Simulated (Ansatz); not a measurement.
Reaction (substitution at a C–N bond): `C[N](C)[AlH][OH]` + `[CH3][Ge]([NH2])([OH])[F]` → `C[O][Ge]([CH3])([NH2])[F]` + `C[NH][AlH][OH]`

Program: Ansatz. Geometries: PBE0-D4/def2-TZVP. ΔE: electronic, gas phase. CCSD(T)/CBS is the MP2 limit (def2-TZVPP, def2-QZVPP) plus CCSD(T) − MP2 in def2-TZVPP, frozen cores. Functionals use def2-TZVPP. For Ge outer-core shells are correlated without core-valence functions, which leaves a few kJ/mol of doubt a bond. Scalar relativity is left out up to krypton. One conformer a species, not always the lowest.

```tsv
species	PBE-D4 energy (Eh)
`C[N](C)[AlH][OH]`	-453.20674
`[CH3][Ge]([NH2])([OH])[F]`	-2348.15715
`C[O][Ge]([CH3])([NH2])[F]`	-2387.41115
`C[NH][AlH][OH]`	-413.94267
```

Work out ΔE.

ΔE = (-2387.41115) + (-413.94267) − (-453.20674) − (-2348.15715) = 0.01007 Eh = +6.3 kcal/mol. CCSD(T)/CBS gives +6.4 kcal/mol.

Largest T1 diagnostic among the species: 0.012.

In def2-TZVPP, CCSD(T) changes the Hartree–Fock value by +2.4 kcal/mol (the triples alone add +0.3 kcal/mol) and MP2 by +3.5 kcal/mol.
